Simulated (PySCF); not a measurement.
This script is equivalent to a calculation on B²⁺ (boron, charge +2).

```python
from pyscf import gto, scf, dft, mp, cc
import basis_set_exchange as bse
mol = gto.M(atom="B 0 0 0", charge=2, spin=1, symmetry="D2h",
            basis=gto.basis.parse(bse.get_basis("aug-cc-pVDZ-DK", elements=["B"], fmt="nwchem", header=False)),
            nucmod="G")
mf = dft.UKS(mol, xc="TPSS").sfx2c1e()
mf.irrep_nelec = {'Ag': (2, 1)}
mf.kernel()
```

(1) What total energy does it give?

(2) Which occupied shell lies highest, and where?

(3) What is ⟨S²⟩, and what would a pure spin state give?

## Answers

(1) -23.442 hartree (calculated).

(2) 2s α, at -32.790 eV.

(3) 0.750, against 0.75.
